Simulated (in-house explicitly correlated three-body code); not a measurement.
Computed with an exponentially correlated three-body code. Model: two electrons around a point charge, non-relativistic, variational in 260 exponentially correlated functions (energies converged to about 1e-7 hartree, or 1e-8 relative for large Z).

Command:
```bash
python run_hyl.py task.json out
```
Settings (lengths in bohr, energies in hartree):
```
Z                      1
nuclear_mass           15
interaction_strength   1
functions              260
states_tried           1
```

Run time, properties included: 2.8 s on 1 thread of Intel(R) Xeon(R) Platinum 8259CL CPU @ 2.50GHz (Skylake/Cascade Lake) (shared host).

**Ground state only, binding against the one-electron ion.**

Given: nuclear charge 1; mass of the centre 15 electron masses.

Computed: one-electron threshold -0.46875 hartree.

```json
{"term": "1 1S", "energy (hartree)": "-0.49305146", "binding (eV)": "0.66128"}
```

**Converged states only, values per electron or pair.**

| term | mean r (bohr) | mean r squared (bohr²) | mean inverse r (1/bohr) | mean r12 (bohr) | mean inverse r12 (1/bohr) | mean cosine | mean p1 dot p2 (bohr⁻²) | delta r1 (bohr⁻³) | delta r12 (bohr⁻³) |
| --- | --- | --- | --- | --- | --- | --- | --- | --- | --- |
| 1 1S | 2.9403 | 14.165 | 0.63705 | 4.7715 | 0.28801 | -0.088184 | 0.022661 | 0.13525 | 0.0020803 |
